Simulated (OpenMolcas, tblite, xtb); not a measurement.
# How methods differ on CH4ClGe (SMILES [CH3][GeH][Cl])

CH4ClGe: 7 atoms, total charge 0, spin state doublet. SMILES: `[CH3][GeH][Cl]`. The shape is that of a PBE0-D4/def2-TZVP optimisation.

Each level gives the vertical ionisation energy (to the singlet cation) (eV). The values are calculated.

| level | kind | program | value (eV) | less CCSD(T)/def2-SVP |
| --- | --- | --- | --- | --- |
| GFN2-xTB | semi-empirical | xtb | 12.23 | +4.09 |
| IPEA1-xTB | semi-empirical | tblite | 13.15 | +5.01 |
| UHF/def2-SVP | Hartree–Fock | OpenMolcas | 8.23 | +0.09 |
| USVWN5/def2-SVP | LDA | OpenMolcas | 8.20 | +0.06 |
| UPBE/def2-SVP | GGA | OpenMolcas | 8.15 | +0.01 |
| UTPSS/def2-SVP | meta-GGA | OpenMolcas | 8.27 | +0.13 |
| UPBE0/def2-SVP | global hybrid | OpenMolcas | 8.41 | +0.27 |
| ROCCSD(T)/def2-SVP | coupled cluster or CI | OpenMolcas | 8.14 | 0.00 |

ROCCSD(T)/def2-SVP is the highest level here, not the true value. All-electron rows without a relativistic Hamiltonian named are non-relativistic. The values span 8.14 to 13.15 eV. The xTB values lack the empirical shift that such differences need. In the correlated wave-function rows the outer d shell of Ge is correlated, in sets not made for it.
